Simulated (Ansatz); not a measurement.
C₉H₁₄N, that is N-butylpyridinium with one electron more. Charge 0, multiplicity 2. Geometry PBE-D4/def2-SVP; atoms count from 1.

```xyz
24

C    -0.967    3.336   -1.494
C    -0.651    2.636   -0.171
C    -0.314    1.152   -0.333
C     0.003    0.456    0.998
N     0.325   -0.952    0.867
C    -0.706   -1.902    0.774
C    -0.447   -3.198    0.388
C     0.872   -3.617    0.045
C     1.901   -2.635    0.124
C     1.627   -1.342    0.511
H    -0.107    3.280   -2.194
H    -1.207    4.408   -1.344
H    -1.835    2.866   -2.001
H     0.198    3.152    0.332
H    -1.515    2.742    0.523
H     0.558    1.031   -1.015
H    -1.159    0.619   -0.822
H     0.857    0.964    1.497
H    -0.863    0.552    1.690
H    -1.705   -1.543    1.059
H    -1.288   -3.907    0.359
H     1.083   -4.646   -0.272
H     2.944   -2.892   -0.118
H     2.395   -0.560    0.597
```

Question: Estimate the Mulliken populations from the PBE0/def2-TZVP orbitals of Ansatz.

Answer: 
```csv
atom,charge (e),spin (α − β)
C1,-0.36,0.00
C2,-0.17,0.00
C3,-0.22,0.02
C4,-0.21,-0.02
N5,0.08,0.23
C6,-0.16,0.29
C7,-0.12,-0.14
C8,-0.21,0.52
C9,-0.12,-0.14
C10,-0.16,0.29
H11,0.12,0.00
H12,0.13,0.00
H13,0.12,0.00
H14,0.10,0.00
H15,0.10,0.00
H16,0.11,0.00
H17,0.11,0.00
H18,0.12,0.01
H19,0.12,0.01
H20,0.13,-0.02
H21,0.12,0.01
H22,0.12,-0.04
H23,0.12,0.01
H24,0.13,-0.02
```
Mulliken values depend strongly on the basis.

Question: Where does the spin sit?

Answer: Summed by element: C 0.82, N 0.23, H -0.04, of 1 unpaired in all. Largest on single atoms: C8 0.52, C10 0.29, C6 0.29.

Question: And the Mayer bond orders between heavy atoms (over 0.3)?

Answer: C1–C2 1.01 (1.53 Å); C2–C3 1.01 (1.53 Å); C3–C4 1.00 (1.54 Å); C4–N5 0.95 (1.45 Å); N5–C6 1.11 (1.41 Å); N5–C10 1.11 (1.41 Å); C6–C7 1.64 (1.38 Å); C7–C8 1.29 (1.43 Å); C8–C9 1.29 (1.43 Å); C9–C10 1.64 (1.38 Å).
